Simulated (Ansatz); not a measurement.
Reaction (cleavage of the Si–Sb bond): `[SiH3][Sb]([SiH3])[Cl]` + `[SiH3]SS` → `[SiH3]SS[SiH3]` + `[SiH3][SbH][Cl]`

Isolated molecules relaxed with PBE0-D4/def2-TZVP in Ansatz; ΔE leaves out vibrations. CBS: MP2 limit from def2 TZ/QZ plus the TZ coupled-cluster correction, frozen cores. def2 core potentials past Kr. For Sb outer-core shells are correlated without core-valence functions, which leaves a few kJ/mol of doubt a bond. Each species was taken in one conformer, which may not be the lowest.

```
                 species  CCSD(T)/CBS(def2) energy (Eh)
`[SiH3][Sb]([SiH3])[Cl]`                    -1281.59882
              `[SiH3]SS`                    -1087.04745
        `[SiH3]SS[SiH3]`                    -1377.35080
       `[SiH3][SbH][Cl]`                     -991.30233
```

Q: Work out ΔE.

A: ΔE = (-1377.35080) + (-991.30233) − (-1281.59882) − (-1087.04745) = -0.00686 Eh = -18.0 kJ/mol.

Largest T1 diagnostic among the species: 0.013.

In def2-TZVPP, CCSD(T) changes the Hartree–Fock value by +4.4 kJ/mol (the triples alone add +0.0 kJ/mol) and MP2 by +4.1 kJ/mol.
